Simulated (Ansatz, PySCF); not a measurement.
3-fluoro-3-methyloxetane (C₄H₇FO), SMILES CC1(F)COC1.

Geometry optimised at PBE0-D3(BJ)/def2-SVP.

Vertical ionisation energy (IE) and electron affinity (EA) in eV. Rows of orbital energies are one-electron estimates. Where ΔSCF, EOM or ADC give a negative EA the extra electron is unbound and the value depends on the basis.

```json
[
 {"level": "−ε(HOMO), −ε(LUMO), CAM-B3LYP/def2-TZVP (PySCF)", "IE": "9.03", "EA": "-1.87"},
 {"level": "−ε(HOMO), −ε(LUMO), PBE/def2-TZVP (PySCF)", "IE": "5.95", "EA": "-0.19"},
 {"level": "ΔSCF, PBE0/def2-SVPD (Ansatz), final states of multiplicity 2 and 2", "IE": "9.93", "EA": "-1.75"},
 {"level": "ΔSCF, PBE/def2-SVPD (Ansatz), final states of multiplicity 2 and 2", "IE": "9.63", "EA": "-1.56"}
]
```

### Question
What vertical singlet–triplet gap does ΔSCF give with PBE0/def2-SVPD (Ansatz, a program for electronic structure) and with PBE/def2-SVPD (Ansatz)? (Estimate from the structure and the level; the computed values follow.)

### Answer
6.64 and 6.22 eV (triplet above singlet where positive).
